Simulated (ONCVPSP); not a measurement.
Debugging a pseudopotential input (Br, ONCVPSP 4.0.1)

Command:

```bash
oncvpsp.x < Br.dat > Br.out
```

Input:

```
# ATOM AND REFERENCE CONFIGURATION
# atsym  z   nc   nv     iexc    psfile
  Br 35.00    3    5        4      upf
#
#   n    l    f
    1    0    2.00
    2    0    2.00
    2    1    6.00
    3    0    2.00
    3    1    6.00
    3    2   10.00
    4    0    2.00
    4    1    5.00
#
# PSEUDOPOTENTIAL AND OPTIMIZATION
# lmax
    2
#
#   l,   rc,      ep,       ncon, nbas, qcut
    0    0.85    0.00    4    8   17.10
    1    0.85    0.00    3    7   17.20
    2    0.75    0.00    3    7   22.40
#
# LOCAL POTENTIAL
# lloc, lpopt,  rc(5),   dvloc0
    4    5    0.10    0.00
#
# VANDERBILT-KLEINMAN-BYLANDER PROJECTORs
# l, nproj, debl
    0    2    2.90
    1    2    3.30
    2    2    0.40
#
# MODEL CORE CHARGE
# icmod, fcfact, rcfact
    3    3.25    1.15
#
# LOG DERIVATIVE ANALYSIS
# epsh1, epsh2, depsh
  -10.00    5.00    0.04
#
# OUTPUT GRID
# rlmax, drl
    6.00    0.01
#
# TEST CONFIGURATIONS
# ncnf
    4
# nvcnf
#   n    l    f
    5
    3    0    2.00
    3    1    6.00
    3    2   10.00
    4    0    2.00
    4    1    4.00
#
    5
    3    0    2.00
    3    1    6.00
    3    2   10.00
    4    0    2.00
    4    1    3.00
#
    5
    3    0    2.00
    3    1    6.00
    3    2   10.00
    4    0    2.00
    4    1    2.00
#
    5
    3    0    2.00
    3    1    6.00
    3    2    9.00
    4    0    2.00
    4    1    5.00
#
```

This is an input that runs to its end, with one change: rc(5) set to 0.10 bohr.

Q: How does the run end?

A: The program runs through. Ghost flags: GHOST(-) s at -3726.3 eV, GHOST(+) d at 52.9 eV, GHOST(+) p at 632.3 eV; the largest excitation error among the 4 tests with output is 50.3 meV, against 45.7 meV for the unchanged input. Messages: WARNING scattering state with energy 0.25000000; WARNING wellstate: negative energy specified for n= 4 l= 2; WARNING will be used for the first projector.

```
   2   0  2.0000  -64.74355653
   2   1  6.0000  -57.22287383
   3   0  2.0000   -9.64791800   -9.65015150   -2.23D-03
   3   1  6.0000   -7.26610527   -7.26697811   -8.73D-04
   3   2  9.0000   -3.33567690   -3.32972162    5.96D-03
   4   0  2.0000   -1.21725267   -1.21731010   -5.74D-05
   4   1  5.0000   -0.70971378   -0.70963688    7.69D-05

    Total energies and differences
      AE_ref= -2.60641272D+03  AE_tst= -2.60352999D+03  dif=  2.88D+00
      PS_ref= -4.14499263D+02  PS_tst= -4.11618380D+02  dif=  2.88D+00
      PSP excitation error=  1.85D-03
```
